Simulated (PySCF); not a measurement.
# Computed structure and properties of [Nd(NH2)4]−

System: [Nd(NH2)4]− (singlet in the valence; each metal's 4f electrons, 3 of them, lie in its core potential, out of spins and levels); start: displaced along the imaginary mode (S4). Method: PySCF 2.14.0, RKS PBE0, Nd lcecp-1-SVP with ECP49, N def2-SVP, H def2-SVP; non-relativistic Hamiltonian with scalar-relativistic core potentials where named; density fitting; no spin-orbit coupling.

Input of the relaxation:

```python
mol = gto.M(atom='''
Nd     0.00000    -0.00000     0.00000
N      1.15468     1.42869     1.42755
H      1.33193     1.24325     2.44753
H      1.77166     2.23176     1.14288
N     -1.15468    -1.42755     1.42869
H     -1.77166    -1.14288     2.23176
H     -1.33193    -2.44753     1.24325
N      1.15468    -1.42869    -1.42755
H      1.77166    -2.23176    -1.14288
H      1.33193    -1.24325    -2.44753
N     -1.15468     1.42755    -1.42869
H     -1.33193     2.44753    -1.24325
H     -1.77166     1.14288    -2.23176''',
    basis={'Nd': 'lcecp-1-SVP', 'N': 'def2-SVP', 'H': 'def2-SVP'},
    ecp={'Nd': 'lcecp-1-SVP'},
    charge=-1, spin=0)
mf = dft.RKS(mol, xc='PBE0')
mf.grids.atom_grid = (50, 194)  # f atoms: unpruned, at least (60, 302)
mf = mf.density_fit()  # fitting sets: Nd AutoAux, N def2-universal-JKFIT, H def2-universal-JKFIT
mf.conv_tol = 1e-08; mf.max_cycle = 55
mf.kernel(dm0)  # dm0: converged density of the start geometry
# quasi-Newton relaxation in Cartesian coordinates to a largest gradient under 0.00045 Eh/bohr, steps kept in the point group
```

Run from Python with OMP_NUM_THREADS=2; the lines above give its settings. Where DIIS fails, smearing, a level shift and second-order steps follow.
It took 3 min on 2 threads of Arm Neoverse V1, on a shared host, from the converged density of the start.

Course of the relaxation:

```
step  energy above end (eV)  largest force component within the symmetry (eV/Å)
   0                 0.2502                                               1.189
   1                 0.0787                                               0.076
   2                 0.0759                                               0.040
   3                 0.0713                                               0.239
   4                 0.0673                                               0.099
   5                 0.0563                                               0.167
   6                 0.0448                                               0.243
   7                 0.0329                                               0.179
  19                 0.0024                                               0.087
  20                 0.0018                                               0.050
  21                 0.0013                                               0.030
  22                 0.0005                                               0.029
  23                 0.0000                                               0.025
  24                 0.0000                                               0.011
```
(The steps between are left out.)

Relaxed geometry (S4):

```xyz
13

Nd   -0.0001    0.0000    0.0000
N     1.3945    1.2553    1.3645
H     1.3673    1.4442    2.3670
H     2.2619    1.6825    1.0320
N    -1.3948   -1.3645    1.2552
H    -2.2613   -1.0319    1.6831
H    -1.3676   -2.3670    1.4443
N     1.3945   -1.2553   -1.3645
H     2.2619   -1.6825   -1.0320
H     1.3673   -1.4442   -2.3670
N    -1.3948    1.3645   -1.2552
H    -1.3676    2.3670   -1.4443
H    -2.2613    1.0319   -1.6831
```

```
      contact      Å
 Nd1–N2 (NH2)  2.320
 Nd1–N5 (NH2)  2.320
 Nd1–N8 (NH2)  2.320
Nd1–N11 (NH2)  2.320
```

On the finer grid (75, 302):

```
HOMO                                                          : -1.10 eV
LUMO                                                          : 3.69 eV
Dipole about the centre of mass                               : 0.00 D
Set of Mulliken populations of Nd1 outside the core potential : s 2.25, p 6.43, d 1.60, f 0.07
D3(BJ) dispersion energy (not in the energies)                : -0.208 eV
```

```tsv
atom	Mulliken (e)	Löwdin (e)	spin (e)
Nd1	0.66	0.19	0.00
N2	-0.55	-0.37	0.00
H3	0.07	0.03	0.00
H4	0.07	0.04	0.00
N5	-0.55	-0.37	0.00
H6	0.07	0.04	0.00
H7	0.07	0.03	0.00
N8	-0.55	-0.37	0.00
H9	0.07	0.04	0.00
H10	0.07	0.03	0.00
N11	-0.55	-0.37	0.00
H12	0.07	0.03	0.00
H13	0.07	0.04	0.00
```

The 4f levels lie in the core potential and are missing. Their spin isn't counted.

On the grid (50, 194), as all that follows. Harmonic modes: a minimum; lowest 79 cm⁻¹ (negative: unstable), highest 3598 cm⁻¹, zero-point energy 2.484 eV.

Taking off one NH2 (charge -1, singlet; the rest: singlet) in vacuum, both parts rigid, costs 5.02 eV; the small basis without counterpoise inflates it.

Rigid scan of NH2 along the line from its metal:

```
distance to N2 (Å)  energy (eV)
              2.02        0.704
              2.12        0.273
              2.22        0.060
              2.32        0.000
              2.42        0.046
```

One start shape was tried, so this needn't be the lowest isomer.

An lcecp potential fixes the number of 4f electrons, so in runs with it no electron can move into or out of that shell.
